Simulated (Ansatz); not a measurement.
C₁₀H₂₆GeN₂⁺, that is GeMe2(NEt2)2 with one electron fewer. The state is a doublet with charge 1. Geometry PBE-D4/def2-SVP.

Cartesian coordinates in Å:
```
Ge 0.4838 0.9089 -0.7362
C 1.2415 2.5289 0.0201
H 2.3313 2.5433 -0.1779
H 1.0783 2.6154 1.1106
H 0.7846 3.4074 -0.4761
C 0.4967 0.7484 -2.6712
H 0.1697 -0.2470 -3.0256
H 1.5238 0.9353 -3.0414
H -0.1751 1.5165 -3.1020
N -1.2840 0.6719 -0.0869
C -1.7388 1.3162 1.1408
C -2.5047 2.6192 0.8586
C -2.1997 -0.2736 -0.7128
C -2.3474 -1.6157 0.0180
H -0.8644 1.5357 1.7882
H -2.3843 0.6150 1.7119
H -1.8635 3.3613 0.3427
H -3.3976 2.4340 0.2291
H -2.8477 3.0632 1.8142
H -3.1984 0.2185 -0.7767
H -1.8744 -0.4437 -1.7593
H -1.3838 -2.1604 0.0539
H -2.7088 -1.4839 1.0572
H -3.0855 -2.2499 -0.5109
N 1.3172 -0.6109 0.0371
C 1.4518 -1.8641 -0.6979
C 2.8373 -2.0037 -1.3499
C 1.7206 -0.6221 1.4375
C 0.7630 -1.3606 2.3830
H 0.6685 -1.9175 -1.4823
H 1.2691 -2.7192 -0.0125
H 3.0212 -1.1956 -2.0855
H 3.6448 -1.9738 -0.5916
H 2.9029 -2.9750 -1.8792
H 2.7277 -1.0982 1.4931
H 1.8578 0.4252 1.7760
H -0.2357 -0.8821 2.3953
H 0.6336 -2.4230 2.0950
H 1.1688 -1.3444 3.4134
```

Single mean-field runs in def2-TZVP are fitted with def2-universal-jkfit.

(1) Estimate the α-spin orbital energies around the gap (eV) in Ansatz with PBE-D4/def2-TZVP, PBE0-D4/def2-TZVP.

Answers

(1) 
```
orbital  PBE-D4/def2-TZVP  PBE0-D4/def2-TZVP
 HOMO−5            -11.94             -13.38
 HOMO−4            -11.50             -12.90
 HOMO−3            -11.45             -12.80
 HOMO−2            -11.40             -12.73
 HOMO−1             -9.85             -11.36
   HOMO             -9.38             -10.93
   LUMO             -3.75              -2.89
 LUMO+1             -3.13              -2.24
 LUMO+2             -3.10              -2.17
 LUMO+3             -2.96              -2.06
 LUMO+4             -2.92              -2.04
 LUMO+5             -2.74              -1.90
 β HOMO             -9.17              -9.89
 β LUMO             -8.44              -7.77
```
